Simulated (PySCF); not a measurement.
BeSn: from constants to spectrum

ROHF-CCSD(T) constants of BeSn, ³Σ⁻ (triplet), unpaired electrons π ↑↑ (basis Be aug-cc-pVDZ, Sn aug-cc-pVDZ-PP with ECP28; scalar-relativistic core potentials; PySCF 2.14; masses 9.0122 and 119.9022 u):

| Quantity | Value |
| --- | --- |
| ωe | 423.8 cm⁻¹ |
| ωexe | 4.94 cm⁻¹ |
| Be | 0.3492 cm⁻¹ |
| αe | 0.00432 cm⁻¹ |
| De to Be + Sn | 0.87 eV |

Question: What force constant and bond length do these constants imply?

Answer: Reduced mass μred = 8.3822 u; k = 5.8918×10⁻⁷·μred·ωe² (u, cm⁻¹, mdyn/Å) = 0.887 mdyn/Å; Re = √(16.8576/(μred·Be)) (u, cm⁻¹, Å) = 2.400 Å.

Question: Estimate the centrifugal constant D from the Kratzer relation and find the Dunham coefficient a1.

Answer: D = 4Be³/ωe² = 9.48e-07 cm⁻¹; a1 = −1 − αeωe/(6Be²) = -3.50.

Correlated steps freeze 4 core orbitals. Correlated levels converge slowly with the basis: in double zeta they bind strong bonds too weakly, by up to about 1 eV, and carry superposition errors of some tenths. Spin–orbit coupling is left out, which matters for elements this heavy, above all for dissociation energies. The state was picked by a PBE0 search and need not be the measured ground state.
